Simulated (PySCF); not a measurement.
## Simulated absorption spectrum

Species: C₅H₇NOS.
Numbering: `[CH3:1][O:2][CH2:3][c:4]1[cH:5][s:6][cH:7][n:8]1` (hydrogens: H9, H10, H11 on C1; H12, H13 on C3; H14 on C5; H15 on C7)

Geometry (GFN2-xTB, Å), atoms numbered from 1 in this order:
```xyz
15
C5H7NOS angstrom
C     -2.1224    0.2223    0.4655
O     -1.6185    0.4279   -0.8321
C     -0.5455   -0.4281   -1.1557
C      0.7002   -0.1241   -0.3722
C      1.3711    1.0624   -0.3813
S      2.7149    1.0079    0.6860
C      2.2669   -0.6254    1.0697
N      1.2279   -1.0596    0.4607
H     -1.3550    0.3899    1.2295
H     -2.9291    0.9397    0.6000
H     -2.5120   -0.7964    0.5797
H     -0.3673   -0.2749   -2.2237
H     -0.8161   -1.4780   -0.9780
H      1.1455    1.9457   -0.9424
H      2.8350   -1.2013    1.7722
```

Method used: TDDFT PBE0/def2-SVPD, vertical, gas phase, core orbitals frozen in the response (PySCF).

Computed states:

| state | E (eV) | f |
| --- | --- | --- |
| S1 | 5.34 | 0.0034 |
| S2 | 5.45 | 0.025 |
| S3 | 5.71 | 0.039 |
| S4 | 5.98 | 0.0024 |
| S5 | 6.38 | 0.017 |
| S6 | 6.77 | 0.014 |
| S7 | 6.92 | 0.0045 |
| S8 | 6.96 | 0.022 |

Each state is given a Gaussian of 0.5 eV full width at half maximum, with ε(max) = 2.175×10⁸ f / Δν̃ (Δν̃ the width in cm⁻¹). The width is an assumption, not a result. The curve ends short of the highest state used, and states not computed would add to its high-energy end.

(1) Give the broadened spectrum and its maxima.

(2) On this curve, what absorbance would a 10⁻⁴ mol/L sample give at 266 nm over a 1 cm path?

(3) Coming from long wavelengths, where does ε first pass 100 L mol⁻¹ cm⁻¹?

Answers

(1) 
λ (nm), ε (L mol⁻¹ cm⁻¹) and a bar:
```
    195.0       1122 ###########
    196.8       1040 ##########
    198.5        962 ##########
    200.3        901 #########
    202.0        890 #########
    203.8        948 #########
    205.5       1081 ###########
    207.3       1301 #############
    209.0       1570 ################
    210.8       1893 ###################
    212.5       2204 ######################
    214.3       2507 #########################
    216.0       2743 ###########################
    217.8       2919 #############################
    219.5       3006 ##############################
    221.2       3016 ##############################
    223.0       2947 #############################
    224.7       2818 ############################
    226.5       2624 ##########################
    228.2       2403 ########################
    230.0       2141 #####################
    231.7       1880 ###################
    233.5       1603 ################
    235.2       1350 #############
    237.0       1101 ###########
    238.7        890 #########
    240.5        694 #######
    242.2        538 #####
    244.0        402 ####
    245.7        299 ###
    247.5        214 ##
    249.2        153 ##
    250.9        108 #
    252.7         73 #
    254.4         49 
    256.2         32 
    257.9         21 
    259.7         13 
    261.4          9 
    263.2          5 
    264.9          3 
    266.7          2 
    268.4          1 
    270.2          1
```

Maxima: 221 nm (5.62 eV), ε about 3000, made up of S2 (33%) and S3 (64%) (ε in L mol⁻¹ cm⁻¹; maxima over ε = 5, shares over 10%). At its high-energy end, 6.36 eV, the curve is still rising (ε about 1100, from S5).

(2) 266 nm is 4.661 eV, where ε is about 2.4 L mol⁻¹ cm⁻¹, so A = ε c l ≈ 0.00024 (Beer–Lambert, with the gas-phase spectrum and the assumed width).

(3) At about 251 nm (4.94 eV), 0.40 eV below S1.

One conformer stands for the species.
